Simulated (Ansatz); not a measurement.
CH4OSiZn, relaxed with RKS PBE-D4/def2-SVP in the Gaussian-basis code of Ansatz from a rough embedded geometry. The force threshold is 0.03 eV/Å; the program also tests the step.

The species carries charge 0 and has multiplicity 1. The bonds changed during the relaxation, so this is another structure than the one it started from.

Start:

```xyz
8

Zn    0.517    2.388   -1.076
Si    0.071    0.464   -0.217
C    -0.284   -1.173    0.494
O     1.003   -0.712    0.804
H     0.257    0.692   -2.048
H    -0.396    1.550    0.682
H    -0.301   -2.043   -0.141
H    -0.869   -1.166    1.502
```

(1) By how much does the energy fall, and how many steps does the optimiser take? (Estimate.)

(2) Which bonds change most? (Estimate.)

(3) Give the relaxed structure. (Estimate.)

Answers

(1) The calculation gave: 299.85 kJ/mol, in 16 steps.

(2) Computed: Si2–H5 from 1.854 to 1.494 Å; Si2–O4 from 1.815 to 1.719 Å; C3–O4 from 1.402 to 1.484 Å; C3–H8 from 1.165 to 1.108 Å.

(3) Computed: 
```xyz
8

Zn    1.896    2.246   -0.543
Si   -0.539    0.416   -0.376
C    -0.088   -1.123    0.537
O     0.946   -0.080    0.333
H    -0.657    0.397   -1.865
H    -1.328    1.487    0.304
H     0.132   -2.072    0.008
H    -0.361   -1.271    1.601
```
